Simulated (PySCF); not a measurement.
## Ir²⁺: excitation energy

Ir²⁺ [Xe] 4f14 5d7 (4F) → Ir²⁺ [Xe] 4f14 5d6 6p1 (high-spin determinant), as a difference of total energies. All numbers are calculated (PySCF 2.14, a scalar-relativistic core potential, in def2-TZVPPD with the def2 core potential (60 electrons) (6s5p3d2f1g, 59 functions)). Correlated levels: valence: 5s2 5p6 frozen. The calculations carry no spin-orbit coupling.

| method | excitation energy (eV) |
| --- | --- |
| UHF | 9.580 |
| MP2 (valence) | 10.328 |
| SCS-MP2 (valence) | 10.729 |
| CCSD (valence) | 10.253 |
| CCSD(T) (valence) | 10.261 |

**Question.** How much does correlation contribute at CCSD(T) (valence)?

**Answer.** 10.261 − (9.580) = 0.681 eV, measured against UHF.

The determinant of the upper state mixes LS terms, which raises its energy above the lowest term, most at the Hartree-Fock and MP2 levels.
